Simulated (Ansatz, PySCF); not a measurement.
System: C2H6B (charge -1, singlet). It need not be the lowest isomer of its formula. Whether it binds its extra electron was not tested at this geometry. 
Coordinates optimised at B3LYP-D3(BJ)/def2-TZVP (Ansatz, an electronic-structure program):
```
B
C 1 1.4502
H 2 1.0915 1 124.05
H 2 1.0944 3 112.72 1 180.00
H 1 1.2262 2 121.12 3 0.00
C 1 1.6175 5 114.86 2 -180.00
H 6 1.0982 1 112.25 5 -180.00
H 6 1.1006 7 107.05 1 123.66
H 6 1.1006 7 107.05 8 112.69
```
Charge -1, spin multiplicity 1.

Total electronic energies in hartree. Cores are frozen in the correlated levels unless marked. No spin-orbit coupling. Non-relativistic. CBS marks a two-point X^-3 extrapolation of the correlation energy; Hartree-Fock from the larger set. The bracket is a focal-point correction in the basis named.

| level | program | energy (Eh) |
|---|---|---|
| HF/aug-cc-pVDZ | Ansatz | -103.88995 |
| HF/aug-cc-pVQZ | Ansatz | -103.92312 |
| BP86-D3(BJ)/def2-TZVPD | PySCF + dftd3 | -104.71433 |
| TPSS/def2-TZVPD | PySCF | ___ |
| r2SCAN0/def2-TZVPD | Ansatz | -104.62648 |
| SCS-MP2/STO-3G | Ansatz | -102.66253 |
| CCSD/aug-cc-pVTZ | Ansatz | -104.44166 |
| CCSD(T)/cc-pwCVTZ | Ansatz | -104.45735 |
| RI-MP2/CBS(aug-cc-pVTZ,aug-cc-pVQZ)+[CCSD(T)-MP2]/aug-cc-pVTZ | Ansatz | -104.5141 |

### Question
Complete the blanks.

### Answer

- TPSS/def2-TZVPD, energy (Eh): -104.73311
